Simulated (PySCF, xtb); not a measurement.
ZnBr, SMILES [Zn+][Br], charge +1.

GFN2-xTB (xtb) at its own geometry gives an orbital gap of 1.70 eV.

Geometry: PBE0-D3(BJ)/def2-TZVP. The spin state was assumed, not searched.

Task: What does PySCF with PBE/def2-TZVPD give? (Estimate from the structure and the level; the computed values follow.)

Result: gap 1.45 eV (levels -13.15 and -11.70 eV).
